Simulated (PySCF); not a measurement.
**Diatomics of H with the 4d metals**

CCSD(T) with triple-zeta basis sets in PySCF, for the lowest determinant that a PBE0 search found; no spin–orbit coupling. De refers to high-spin ground-configuration atoms.

| M | basis | reference, frozen orbitals | state (unpaired electrons) | Re (Å) | ωe (cm⁻¹) | De (eV) |
| --- | --- | --- | --- | --- | --- | --- |
| Y | def2-TZVPP | RHF, 0 | singlet (closed shell) | 1.933 | 1513 | 3.03 |
| Zr | x2c-TZVPPall | UHF, 14 | quartet (σ ↑, π ↑, δ ↑) | 1.868 | 1574 | 2.39 |
| Nb | def2-TZVPP | UHF, 0 | quintet (σ ↑, π ↑↑, δ ↑) | 1.769 | 1725 | 2.79 |
| Mo | def2-TZVPP | ROHF, 0 | sextet (σ ↑, π ↑↑, δ ↑↑) | 1.717 | 1783 | 2.41 |
| Tc | def2-TZVPP | ROHF, 0 | quintet (σ ↑, π ↑, δ ↑↑) | 1.642 | 1890 | 1.89 |
| Ru | def2-TZVPP | ROHF, 0 | quartet (σ ↑, δ ↑↑) | 1.574 | 2005 | 2.71 |
| Rh | x2c-TZVPPall | UHF, 14 | triplet (σ ↑, δ ↑) | 1.537 | 2053 | 3.00 |
| Pd | def2-TZVPP | UHF, 0 | doublet (σ ↑) | 1.518 | 2077 | 2.55 |
| Ag | x2c-TZVPPall | RHF, 14 | singlet (closed shell) | 1.604 | 1774 | 2.40 |
| Cd | x2c-TZVPPall | UHF, 14 | doublet (σ ↑) | 1.746 | 1457 | 0.78 |

Q: By what factor does the harmonic wavenumber vary along the series?

A: At CCSD(T) it runs from 1457 cm⁻¹ (CdH) to 2077 cm⁻¹ (PdH), a factor of 1.43.

The rows differ in basis set, which adds steps of its own.

The state changes along the series, so neighbouring rows are not always alike in their bonding.

Correlated steps freeze the inner cores (0 to 14 orbitals); shallow outer-core shells are correlated. UHF and ROHF references stand side by side, which adds small steps between rows. Spin–orbit coupling is left out. Where the molecule has an RHF reference, its open-shell atoms are computed with UHF. The CCSD T1 diagnostic is raised in AgH, YH, a sign that a single reference may not be enough there. States were picked by a PBE0 search and need not be the measured ground states.
